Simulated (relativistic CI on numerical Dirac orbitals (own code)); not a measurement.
# How the errors of a small relativistic CI change along the 71-electron sequence

Levels calculated with a relativistic CI code on KLI orbitals, against measured ones, in five cumulative steps: (1) Dirac-Coulomb, each configuration alone; (2) with Breit and QED terms; (3) with configuration mixing; (4) with scaled Slater integrals; (5) with a P86 correlation estimate. Each ion has its own short list of configurations; levels above 2,000 cm⁻¹ that pair in every step are counted, and ions without enough such levels are left out. The scale is 0.85 up to charge 4 and 0.9 beyond; P86 is a density functional added for each configuration.

Median relative error (%):

| Ion | Ground | Levels | (1) | (2) | (3) | (4) | (5) |
| --- | --- | --- | --- | --- | --- | --- | --- |
| Lu I | 5d 6s2 | 14 | 24.1 | 23.9 | 13.9 | 15.8 | 4.7 |
| Hf II | 5d 6s2 | 6 | 113.1 | 118.2 | 8.9 | 6.2 | 23.1 |
| W IV | 5d3 | 36 | 4.3 | 4.9 | 4.8 | 1.6 | 4.5 |
| Re V | 5d3 | 32 | 3.6 | 3.9 | 3.8 | 1.4 | 3.7 |
| Os VI | 5d3 | 34 | 2.9 | 3.1 | 3.1 | 1.2 | 3.5 |

Mean absolute error (cm⁻¹):

| Ion | (1) | (2) | (3) | (4) | (5) |
| --- | --- | --- | --- | --- | --- |
| Lu I | 5034 | 5107 | 2978 | 3083 | 1141 |
| Hf II | 8657 | 8962 | 1336 | 1138 | 1814 |
| W IV | 2262 | 2461 | 2154 | 1083 | 2224 |
| Re V | 2202 | 2263 | 2116 | 1025 | 2580 |
| Os VI | 2521 | 2602 | 2349 | 1051 | 3681 |

In step (3), fully ab initio, the relative error is 13.9 % for Lu I and 3.1 % for Os VI, while the absolute error goes from 2978 to 2349 cm⁻¹. Level energies grow with the charge (linearly within a shell, quadratically where n changes), mostly faster than the correlation that the model misses, so the relative error falls. The sets of levels differ from ion to ion, which blurs the trend. Mixing (step 3) lowers the mean absolute error for 5 of the 5 ions and scaling (step 4) for 4. The P86 step changes the mean absolute error by a factor of 0.4 for the first ion and 3.5 for the last.

Sources of the measured levels: Lu I, NIST Handbook of Basic Atomic Spectroscopic Data (Sansonetti and Martin, J. Phys. Chem. Ref. Data 34, 1559 (2005)); Hf II, NIST Handbook of Basic Atomic Spectroscopic Data (Sansonetti and Martin, J. Phys. Chem. Ref. Data 34, 1559 (2005)); W IV, measured levels as listed in J. Phys. B 45, 035001 (2012); Re V, measured levels as listed in Brasseur, Gamrath and Quinet, At. Data Nucl. Data Tables 157, 101636 (2024); Os VI, measured levels as listed in Brasseur, Palmeri and Quinet, Atoms 13, 11 (2025).
